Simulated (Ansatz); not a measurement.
Geometry optimisation, Ansatz, RKS PBE0-D4/def2-SVP.

The input (input.yaml):

```yaml
crystal:
  periodic: [false, false, false]
  atoms:
    - { symbol: B, position_ang: [-0.086055, -1.372642, -0.373532] }
    - { symbol: H, position_ang: [0.990788, -1.024364, -0.688002] }
    - { symbol: F, position_ang: [-0.931304, -1.841723, -1.265371] }
    - { symbol: F, position_ang: [-0.415948, -1.459814, 0.902506] }
    - { symbol: H, position_ang: [-0.217488, 1.321112, -0.134502] }
    - { symbol: "N", position_ang: [-1.122206, 1.268895, -0.600544] }
    - { symbol: H, position_ang: [1.816639, 0.048507, 0.678408] }
    - { symbol: O, position_ang: [1.612391, 0.879934, 1.128117] }
    - { symbol: H, position_ang: [-1.034488, 0.86987, -1.529375] }
    - { symbol: H, position_ang: [-1.774895, 0.721803, -0.048459] }
    - { symbol: H, position_ang: [1.162566, 0.588422, 1.930655] }
basis:
  gaussian: { orbitals: def2-SVP }
hamiltonian:
  xc: pbe0
  dispersion: d4
relax:
  f_tol: 0.03
  max_steps: 50
output:
  orbitals: {}
```

Run as:

```bash
$ ansatz run input.yaml --threads 2 --pin off --max-ram 3072MiB --backend cpu --events-out ev --progress --plain --runs-dir out
```

Question: Where does it end, and by what steps?

Answer: The forces met the threshold. After 19 steps the energy has fallen by 1.347 eV; H7 moved furthest, 0.97 Å. Joined: B1–N6 (2.85 → 1.64 Å).

```
step  energy less start (eV)  largest force component (eV/Å)  accepted
   0                  0.0000                           0.712       yes
   1                  0.0185                           2.149        no
   2                 -0.0294                           0.799       yes
   3                 -0.0548                           0.636       yes
   4                 -0.1026                           0.804       yes
   5                 -0.1773                           1.331       yes
   6                 -0.6442                           2.669       yes
   7                 -0.9060                           2.165       yes
   8                 -1.2198                           1.151       yes
   9                 -1.2599                           1.588       yes
  10                 -1.2814                           1.506       yes
  11                 -1.3177                           0.729       yes
  12                 -1.3364                           0.373       yes
  13                 -1.3414                           0.094       yes
  14                 -1.3420                           0.132       yes
  15                 -1.3446                           0.087       yes
  16                 -1.3456                           0.068       yes
  17                 -1.3463                           0.076       yes
  18                 -1.3465                           0.032       yes
  19                 -1.3466                           0.011       yes
```

```xyz
11
Properties=species:S:1:pos:R:3
B -0.342 -1.054 -0.483
H 0.650 -1.218 -1.186
F -1.472 -1.712 -0.904
F -0.100 -1.261 0.889
H 0.012 1.042 0.005
N -0.705 0.540 -0.559
H 2.146 0.887 1.046
O 1.239 1.040 1.334
H -0.707 0.882 -1.519
H -1.627 0.710 -0.153
H 0.906 0.145 1.528
```

Whether the end is a true minimum wasn't checked by a vibrational analysis.

Run time: 59 s on 2 threads of Intel(R) Xeon(R) Platinum 8488C (Sapphire Rapids), with other jobs on the host, peak memory 0.23 GiB.
